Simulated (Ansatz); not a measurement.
**Telling isomers of GeH5NP apart by their spectra**

These gas-phase data were calculated for one isomer of GeH5NP at B3LYP-D3(BJ)/def2-SVP (harmonic, unscaled wavenumbers; equilibrium rotational constants with average atomic masses):

```
rotational constants            : 11.85, 2.97, 2.519 GHz
all wavenumbers above 1500 cm⁻¹ : 3600, 3510, 2340, 2132, 2108, 1554
dipole moment                   : 0.96 D (PBE0/def2-TZVPD)
```

Candidates:

(1) `[NH2][GeH2][PH]`, a doublet
(2) `[NH2][GeH][PH2]`, a doublet

Problem. Assign the data to one candidate and say why.

Solution. Candidate (1). 2 modes lie between 1900 and 2250 cm⁻¹, one for each Ge–H bond, while (2) has 1.

The same quantities for all candidates:

```
     rotational constants (GHz)         wavenumbers above 1500 cm⁻¹  dipole (D)  E above the lowest, B3LYP-D3(BJ)/def2-SVP (kcal/mol)
(1)          11.85, 2.97, 2.519  3600, 3510, 2340, 2132, 2108, 1554        0.96                                                   4.2
(2)             11.12, 3, 2.467  3626, 3527, 2380, 2366, 1984, 1540        1.62                                                   0.0
```

Harmonic stretches to hydrogen usually lie a few per cent above observed fundamentals. Each candidate is one conformer. Open shells are spin-unrestricted. Programs: Ansatz 0.2.0.
